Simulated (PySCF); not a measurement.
NMR data simulated for an unnamed compound:

1H NMR (600 MHz, computed): δ 3.12 (m, 1H), 2.69 (m, 1H), 2.06 (m, 1H), 1.92 (m, 1H), 1.69 (m, 3H), 1.55 (m, 1H), 1.40 (br, 1H), 1.40 (m, 3H), 1.31 (br, 1H).

13C{1H} NMR (computed): δ 137.8 (C), 34.9 (CH), 28.4 (CH2), 17.4 (CH2), 16.3 (CH3), 10.0 (CH3).

- shieldings: GIAO CAM-B3LYP/pcSseg-1
- geometry from PBE0-D3(BJ)/def2-SVP
- run in PySCF
- no relativistic terms, fast rotation and ring inversion assumed for equivalent nuclei, one computed conformer, no solvent model

Chemical shifts δ = σref − σ; 1H (31.33 ppm) and 13C (182.45 ppm) against TMS, all at this level.

Question: Which of these does the molecule contain: a three-membered ring, an amide, a nitrile, a C≡C triple bond?

Answer: 
- A three-membered ring: no.
- An amide: no.
- A nitrile: yes (δC 137.8).
- A C≡C triple bond: no.

The data belong to `C[C@@H]1CC[P@+]1(C)[BH2-]C#N`, C₆H₁₃BNP; they needn't prove each group on their own.

Carbon signals by region: 1 in the sp2 and nitrile region (100–160 ppm), 5 below 50 ppm.

Hydrogens on boron are broadened and split by 11B (spin 3/2, 80 %) and 10B (spin 3). A carbon bonded to boron is broadened by the quadrupolar boron nucleus and is often missing from a measured spectrum. Splittings by 31P in the carbon and heteronuclear signals aren't shown, as no couplings were computed. Shifts are as computed, not scaled to solution data. Of 1211 compounds with measured shifts, 218 miss one by over three times the rms of a fit or turn the order of signals round; such compounds aren't used in these exercises. No couplings were computed; multiplicities are counted from neighbouring protons, with m where these are inequivalent, close in shift, in a saturated or five-membered ring or joined by F or P, and br s for small geminal =CH2 splittings.
